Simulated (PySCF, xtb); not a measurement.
B(Cl)(Et)(NH2) (C2H7BClN), SMILES CCB(N)Cl. The values are those of a single conformer.

Harmonic wavenumbers (cm⁻¹) from GFN2-xTB (xtb) at its own minimum, in rising order: 58, 187, 230, 290, 351, 377, 534, 603, 604, 757, 784, 996, 997, 1025, 1094, 1238, 1315, 1363, 1412, 1475, 1509, 1513, 1524, 2955, 2978, 3025, 3027, 3035, 3492, 3532.

Question: What does PBE0-D3(BJ)/def2-SVP in PySCF give at its own minimum? (Estimate from the structure and the level; the computed values follow.)

Answer: 75, 194, 224, 306, 382, 411, 527, 609, 649, 748, 823, 984, 996, 1044, 1120, 1250, 1321, 1384, 1402, 1425, 1478, 1481, 1596, 3044, 3054, 3094, 3130, 3139, 3633, 3743. Paired by order, the mean absolute difference is 44 cm⁻¹ and the zero-point energies are 60.4 and 61.9 kcal/mol.
